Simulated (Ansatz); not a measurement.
`C[SiH]1[SiH2]S1` + `C[Se][GaH][Cl]` → `Cl[SiH]1[SiH2]S1` + `[CH3][GaH][Se]C`  (redistribution)

Calculated with Ansatz (gas phase, PBE0-D4/def2-TZVP geometries, no zero-point term in ΔE). CCSD(T)/CBS adds triple-zeta CCSD(T) − MP2 to the extrapolated MP2 energy (def2 sets, frozen cores). DFT in def2-TZVPP. For Ga, Se outer-core shells are correlated without core-valence functions, which leaves a few kJ/mol of doubt a bond. Scalar relativity is left out up to krypton. Each species was taken in one conformer, which may not be the lowest.

(1) Is it downhill or uphill in electronic energy at CCSD(T)/CBS, and by how much? (Best estimate.)

(2) What do these levels give: ωB97X-V, B2PLYP, PBE0, r2SCANh, HF/def2-TZVPP, SCS-MP2/def2-QZVPP? (Best estimate.)

(3) What do rigid-rotor, harmonic-oscillator terms from PBE0-D4/def2-TZVP frequencies (298.15 K, 1 bar) make of the CCSD(T)/CBS value? (Estimate.)

Largest T1 diagnostic among the species: 0.013.

Results:

(1) Computed: Uphill: ΔE = +10.4 kcal/mol.

(2) Computed: ωB97X-V 11.6, B2PLYP 11.2, PBE0 11.4, r2SCANh 11.7, HF/def2-TZVPP 14.3, SCS-MP2/def2-QZVPP 10.6 kcal/mol.

(3) The calculation gave: ΔZPE = -0.5 kcal/mol, ΔH = +10.0 kcal/mol, ΔS = 16 J/(mol·K), ΔG = +8.9 kcal/mol. Modes under 50 cm⁻¹ make the entropy rough.

From BLYP to BHLYP (50 % exact exchange), in def2-TZVPP and without D4, ΔE moves by +1.8 kcal/mol. In def2-TZVPP, CCSD(T) changes the Hartree–Fock value by −3.2 kcal/mol (the triples alone add −0.3 kcal/mol) and MP2 by −3.7 kcal/mol. At CCSD(T), def2-SVP lies +3.8 kcal/mol from the extrapolated value and def2-TZVPP +0.8 kcal/mol.
